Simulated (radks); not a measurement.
P, configuration [Ne] 3s1 3p4 (not the ground configuration). All-electron calculation, scalar-relativistic Kohn-Sham, SCAN, spin-polarised, spherical densities, finite nucleus; open shells are filled with parallel spins first; meta-GGA in the generalised Kohn-Sham scheme; Fermi nuclear charge, rms radius 3.1889 fm. Program: a radial shooting solver on a logarithmic mesh with Libxc functionals. Some entries of the table are withheld. Estimate them.

orbital,occ.,eigenvalue (eV),r(max) (bohr)
1s up,1,-2098.086,0.06766
1s down,1,-2097.544,0.06766
2s up,1,-179.9532,0.4178
2s down,1,-179.5700,0.4184
2p up,3,-128.5675,0.3544
2p down,3,-127.9219,0.3551
3s up,1,-16.9139,1.563
3p up,3,(1),1.783
3p down,1,(2),1.915

Answer. 
(1) 3p up eigenvalue (eV): -7.5643
(2) 3p down eigenvalue (eV): -4.0481
